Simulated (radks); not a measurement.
All-electron atom: Gd1.375+ in [Kr] 4d10 4f7 5s2 5p(1/2: 2, 3/2: 3.625) 5d1 6s1 (fractional occupations, a model configuration). Calculated with a radial shooting solver on a logarithmic mesh with Libxc functionals: Dirac Kohn-Sham, PBEsol, spin-unpolarised, spherical densities, finite nucleus; open shells fill j = l - 1/2 first; Fermi nuclear charge, rms radius 5.1569 fm.

Normalised radial functions P(r) = r R(r) (large component), r in bohr:

```
   r/bohr * 6s1/2, o 5d5/2 (the largest magnitude, 0.681, reaches the edge; | marks zero, & curves that meet)
 0.002645                             o*
 0.003584                             o *
 0.004819                             o *
 0.006531                             o *
 0.008852                             o *
    0.012                             o *
  0.01626                             o *
  0.02203                             o*
  0.02986                            *|o
  0.04047                           * |o
  0.05485                         *   |  o
  0.07434                          *  |    o
  0.09994                            *|     o
   0.1355                             |  *    o
   0.1836                             |    *o
   0.2488                             |o*
   0.3372                      o *    |
    0.457                 o   *       |
   0.6193                    o       *|
   0.8393                             | o      *
    1.138                             |           *   o
    1.542                             |*                        o
    2.089              *              |                          o
    2.809     *                       |                     o
    3.807       *                     |             o
     5.16                 *           |     o
    6.993                         *   | o
    9.477                            *o
```

6s1/2: eigenvalue -11.942 eV, 5 radial nodes at r = 0.0267, 0.106, 0.275, 0.637, 1.58 bohr, <r> = 3.48 bohr, 90 % of the charge inside 5.00 bohr. 5d5/2 (empty): eigenvalue -11.711 eV, 2 radial nodes at r = 0.260, 0.795 bohr, <r> = 2.42 bohr, 90 % of the charge inside 3.77 bohr.
